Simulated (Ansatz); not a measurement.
A nudged elastic band was laid between two geometries of BrFH3NSi (7 atoms, charge 0, multiplicity 1).

All numbers below come from UKS PBE-D4/def2-SVP (Ansatz).

```yaml
movable_images: 5
climbing_image: yes
spring: 5.0 eV/Å²
optimiser: quadratic models (default)
start_path: through a guess of the saddle point
force_threshold: 0.03 eV/Å
iteration_limit: 60
end_points: relaxed
```

First end point:

```xyz
7
Properties=species:S:1:pos:R:3
N -0.268 1.079 -0.009
Si 0.327 -0.522 0.139
F 0.229 -0.991 1.699
Br -0.853 -2.067 -0.981
H -1.254 1.297 0.153
H 0.138 1.689 -0.721
H 1.744 -0.553 -0.326
```

Last end point:

```xyz
7
Properties=species:S:1:pos:R:3
N 0.274 0.749 -0.171
Si 0.613 -1.325 0.077
F 0.101 -1.132 1.658
Br -1.470 -1.656 -0.994
H -0.618 0.949 0.310
H 0.154 1.000 -1.163
H 1.007 1.348 0.238
```

What changes between the two ends?

Bonds broken: Si2–H7. Bonds formed: N1–H7.

What energy profile does the band end with?

The run converged. The highest image is number 3 of 0 to 6, 251.8 kJ/mol above the first end and 170.6 kJ/mol above the last; the last end lies 81.2 kJ/mol above the first. Neighbouring images differ by up to 1.7 eV, so the band resolves the path poorly. A vibrational analysis at the climbing image gives one clearly imaginary mode, 1335i cm⁻¹: a first-order saddle point. The orbitals stay closed-shell, which can raise the energy where a bond breaks towards radicals; this wasn't checked here.

```json
{"image": "0", "path coordinate (Å)": "0.00", "energy (kJ/mol)": "0.0", "Si2–H7 (Å)": "1.49", "N1–H7 (Å)": "2.61"}
{"image": "1", "path coordinate (Å)": "0.74", "energy (kJ/mol)": "3.5", "Si2–H7 (Å)": "1.49", "N1–H7 (Å)": "2.62"}
{"image": "2", "path coordinate (Å)": "1.49", "energy (kJ/mol)": "85.8", "Si2–H7 (Å)": "1.49", "N1–H7 (Å)": "2.17"}
{"image": "3", "path coordinate (Å)": "2.23", "energy (kJ/mol)": "251.8", "Si2–H7 (Å)": "1.64", "N1–H7 (Å)": "1.45"}
{"image": "4", "path coordinate (Å)": "2.94", "energy (kJ/mol)": "111.7", "Si2–H7 (Å)": "2.26", "N1–H7 (Å)": "1.04"}
{"image": "5", "path coordinate (Å)": "3.65", "energy (kJ/mol)": "81.9", "Si2–H7 (Å)": "2.72", "N1–H7 (Å)": "1.03"}
{"image": "6", "path coordinate (Å)": "4.36", "energy (kJ/mol)": "81.2", "Si2–H7 (Å)": "2.71", "N1–H7 (Å)": "1.03"}
```

What is the geometry of the highest image?


```xyz
7
Properties=species:S:1:pos:R:3
N -0.013 0.905 -0.126
Si 0.440 -0.910 0.134
F -0.109 -1.071 1.682
Br -0.941 -2.162 -1.179
H -0.491 1.487 0.582
H -0.184 1.253 -1.080
H 1.359 0.431 -0.060
```

The band took 12 iterations and of the order of 3 core-minutes.

The run took 93 s on 2 threads of Intel(R) Xeon(R) Platinum 8488C (Sapphire Rapids) (shared host), peak memory 0.18 GiB.
